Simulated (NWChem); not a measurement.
# CH₂F₂O₂Si; SMILES F[Si]1(F)OCO1

```xyz
8

F      0.0000    -1.2634     1.3423
Si     0.0000     0.0000     0.3727
F      0.0000     1.2634     1.3423
O     -1.1048     0.0000    -0.8650
C      0.0000     0.0000    -1.7719
O      1.1048     0.0000    -0.8650
H      0.0000    -0.9092    -2.3954
H      0.0000     0.9092    -2.3954
```
Atoms are numbered in this order, from 1.

Results from NWChem. Coordinates come from a PBE0/def2-SVP optimisation. Level: M05-2X/def2-SVP with SMD (1 M gas to 1 M solution), gas-phase geometry. Reactions with the solvent are ignored.

For solvent acetonitrile:

```
Quantity                                     Value
-------------------------------------------  -----
cavity-dispersion-structure term (kcal/mol)    0.4
```

### Question
Estimate the same quantities for solvent water.

### Answer
* **cavity-dispersion-structure term (kcal/mol)**: 2.8
